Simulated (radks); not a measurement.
The numbers below are computed, except where a source is named.
Numerical settings for the boron ion B3+, [He]. Code: a radial shooting solver on a logarithmic mesh with Libxc functionals. Model: non-relativistic Kohn-Sham, PBE, spin-polarised, spherical densities, point nucleus. The defaults (mesh step 0.008 in ln r, mesh end at 40 bohr or more with all orbitals vanishing there, Anderson mixing 0.5 over 9 steps, residual threshold near 1e-9 with the energy settled to 1e-9 hartree or 1e-11 of itself, here a cap of 58 iterations) give E = -21.9820 hartree and 1s at -231.32 eV in 13 iterations. Run on one thread of a shared host, so times are rough (Arm Neoverse N1): 0.06 s of CPU time, 0.06 s wall, 13 iterations on 2476 mesh points. Changes against that run (0 stands for a change within the tolerance of the run):

setting                     iterations  converged  E (mhartree)  e(1s) (meV)  CPU (s)
mesh step in ln r 0.12              58         no     -7.79e+04            -     0.07
mesh step in ln r 0.05              13        yes             0            0     0.02
mesh step in ln r 0.005             13        yes             0            0     0.09
mesh end (bohr) 400                 13        yes             0            0     0.06
mesh end (bohr) 8                   13        yes             0            0     0.06
residual threshold 0.01              7        yes             0       -0.129     0.04
residual threshold 1e-13            58         no             0            0     0.24
mixing 1.5                          13        yes             0            0     0.06
linear mixing, mixing 0.5           32        yes             0            0     0.12
linear mixing, mixing 0.05          58         no       +0.0987    -3.07e+03     0.22
mixing history 3                    10        yes             0            0     0.05
iteration cap 2                      2         no         +26.7    -4.62e+04     0.01

No run marked as converged misses the energy by more than 1 mhartree. A mesh that ends early acts as a hard wall.
